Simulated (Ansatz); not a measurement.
Coupled-cluster diagnostics for n-GeSiSiH8 (Si₂GeH₈), Ansatz.

Geometry of the singlet (PBE-D4/def2-SVP):

Cartesian coordinates in Å:
```
Ge 1.610 1.023 0.521
Si 0.279 -0.941 0.196
Si -1.828 -0.352 -0.667
H 0.960 1.938 1.593
H 1.712 1.827 -0.803
H 3.046 0.663 0.988
H 0.979 -1.871 -0.762
H 0.116 -1.659 1.512
H -2.711 -1.560 -0.837
H -1.655 0.314 -2.006
H -2.508 0.617 0.265
```

Correlated methods freeze 19 core orbitals; core or outer-core shells of Ge are correlated, in sets that lack core-valence functions. Another isomer (singlet) lies 0.12 eV lower at PBE0-D4/def2-TZVP; other spin states weren't run for this one.

(1) Estimate the CCSD(T) correlation energy, the shares of MP2 and (T), T1 and the reference's ⟨S²⟩ for: charge 0, singlet, own geometry in def2-TZVP; and the rough time on 2 threads of Intel Xeon Platinum 8488C on a shared host.

Results:

(1) 
```tsv
state	basis	correlation (eV)	MP2 share (%)	(T) share (%)	T1	⟨S²⟩ (pure)	wall time
charge 0, singlet, own geometry	def2-TZVP	-15.772	85.8	3.3	0.013	0.00 (0.00)	33 s
```
Customary marks for T1 are 0.02 (closed shells), 0.045 (open shells) and about 0.05 (3d metals). T1 stays under 0.02 throughout.
